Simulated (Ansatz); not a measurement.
Ansatz (a quantum-chemistry and plane-wave program) input (MP2/def2-TZVP):

Ansatz 0.2 input:
```yaml
crystal:
  periodic: [false, false, false]
  atoms:
    - {symbol: Mg, position_ang: [0.00044284, 0.00155158, 0.00008705]}
    - {symbol: O, position_ang: [-0.16881874, -0.05431306, 1.76260046]}
    - {symbol: O, position_ang: [0.16692240, 0.04766886, -1.76297324]}
    - {symbol: H, position_ang: [0.14554465, -0.17160218, 2.65193648]}
    - {symbol: H, position_ang: [-0.13568805, 0.20613678, -2.64999887]}
basis:
  gaussian:
    orbitals: def2-TZVP
magnetization: {spin_polarized: false}
correlation: {method: mp2, electrons: outside_noble_gas}
relax: {f_tol: 0.003, max_steps: 100}
```

End of the output:

```
these checks for a lower state are left out or cut short: starts, cluster_reference, orbital_swaps, neighbouring_geometries, increment
integrals: 0.05 GiB planned
849 factors; integrals over basis functions are off by at most 5.4e-4 eV
mean field: 0.20 GiB planned
mean field -9541.68869365 eV, -350.6505919026 hartree, gradient 5.0e-6 eV, S^2 0.000000; 0 other end points of the search recorded, 0 dependent functions left out
7 core orbitals not correlated
reference -9541.68869365 eV, -350.6505919026 hartree; 8, 8 occupied and 91, 91 virtual orbitals, 849 factors
densities: 0.19 GiB planned
second order -14.31373517 eV of doubles, -0.00000000 eV of singles
the calculation of the forces begins
relax step   9: F+E_penalty+E_count = -9556.00242881 eV  Δ(F+E_penalty+E_count) = -3.566e-6 eV  max|allowed force component| = 2.351e-3 eV/Å  Δτ_max = 0.0034 Å  (33 SCF iters, accepted)
these checks for a lower state are left out or cut short: cluster_reference
integrals: 0.05 GiB planned
849 factors; integrals over basis functions are off by at most 5.4e-4 eV
mean field: 0.20 GiB planned
mean field -9541.68869365 eV, -350.6505919026 hartree, gradient 5.0e-6 eV, S^2 0.000000; 1 other end points of the search recorded, 0 dependent functions left out
7 core orbitals not correlated
reference -9541.68869365 eV, -350.6505919026 hartree; 8, 8 occupied and 91, 91 virtual orbitals, 849 factors
densities: 0.19 GiB planned
second order -14.31373517 eV of doubles, -0.00000000 eV of singles
the calculation of the forces begins
mean field evaluation 96: about -9541.6887 eV, gradient 5.0e-6 eV
Total energy: -9556.00242881 eV, -351.1766119678 hartree
Atom 0 at     0.000785     0.002749     0.000154 Å, force    -0.000199    -0.000699    -0.000039 eV/Å
Atom 1 at    -0.107892    -0.070504     1.770265 Å, force     0.000511     0.000146     0.002351 eV/Å
Atom 2 at     0.106853     0.066862    -1.770469 Å, force    -0.000287     0.000635    -0.002307 eV/Å
Atom 3 at     0.106283    -0.164914     2.691880 Å, force    -0.000435     0.000179    -0.001775 eV/Å
Atom 4 at    -0.097624     0.195250    -2.690178 Å, force     0.000411    -0.000262     0.001771 eV/Å
Dipole moment:     0.004401     0.015419     0.000865 e Å
Checks for a lower state left out: cluster_reference
```
